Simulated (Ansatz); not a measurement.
Mulliken charges of ClFH2HfOSe (`[OH][Hf]([F])([Cl])[SeH]`) from ωB97M-V/def2-TZVPP in Ansatz (PBE0-D4/def2-TZVP geometry).

| atom | x (Å) | y (Å) | z (Å) | charge (e) |
| --- | --- | --- | --- | --- |
| O1 | -1.466 | -0.108 | -0.479 | -0.384 |
| Hf2 | 0.417 | -0.250 | -0.393 | 0.936 |
| F3 | 1.023 | -1.992 | -0.828 | -0.317 |
| Cl4 | 1.404 | 1.271 | -1.884 | -0.243 |
| Se5 | 1.135 | 0.233 | 2.041 | -0.255 |
| H6 | -2.398 | -0.146 | -0.672 | 0.178 |
| H7 | -0.114 | 0.993 | 2.215 | 0.085 |

Q: By hand: the dipole of these point charges (1 e Å = 4.8032 D).

A: Σ q r = (-0.438, 0.129, 0.085) e Å, of length 0.464 e Å = 2.23 D.

Q: How does the dipole of the full density compare? (Best estimate.)

A: Computed: (-0.662, 0.006, -0.050) e Å, 3.19 D; the point charges give 0.70 times that, at 22° from its direction.

Point charges leave out the atoms' own dipoles, such as those of lone pairs, and Mulliken's split depends on the basis, so the two needn't agree.
